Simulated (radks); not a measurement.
Charge is removed step by step from the 3p3/2 level of Br, starting from [Ne] 3s2 3p(1/2: 2, 3/2: 4) 3d10 4s2 4p5. Calculated with a radial shooting solver on a logarithmic mesh with Libxc functionals: Dirac Kohn-Sham, LDA (Slater exchange, Perdew-Wang correlation), spin-unpolarised, spherical densities, point nucleus; open shells fill j = l - 1/2 first.

[
 {"removed (e)": "0", "E - E(0) (eV)": "0.000", "eigenvalue (eV)": "-170.87", "E minus straight line (eV)": "0.000"},
 {"removed (e)": "0.25", "E - E(0) (eV)": "43.445", "eigenvalue (eV)": "-176.72", "E minus straight line (eV)": "-2.276"},
 {"removed (e)": "0.5", "E - E(0) (eV)": "88.377", "eigenvalue (eV)": "-182.77", "E minus straight line (eV)": "-3.064"},
 {"removed (e)": "0.75", "E - E(0) (eV)": "134.84", "eigenvalue (eV)": "-188.98", "E minus straight line (eV)": "-2.320"},
 {"removed (e)": "1", "E - E(0) (eV)": "182.88", "eigenvalue (eV)": "-195.37", "E minus straight line (eV)": "0.000"}
]

Removing the whole electron costs 182.88 eV by Delta-SCF, against 170.87 eV from minus the eigenvalue at the starting occupation. Slater's transition state (half an electron removed) gives 182.77 eV. Integrating minus the eigenvalue over the occupation (Janak's theorem) gives 182.88 eV. The mean slope of the eigenvalue, de/dn, is 24.5 eV per electron.
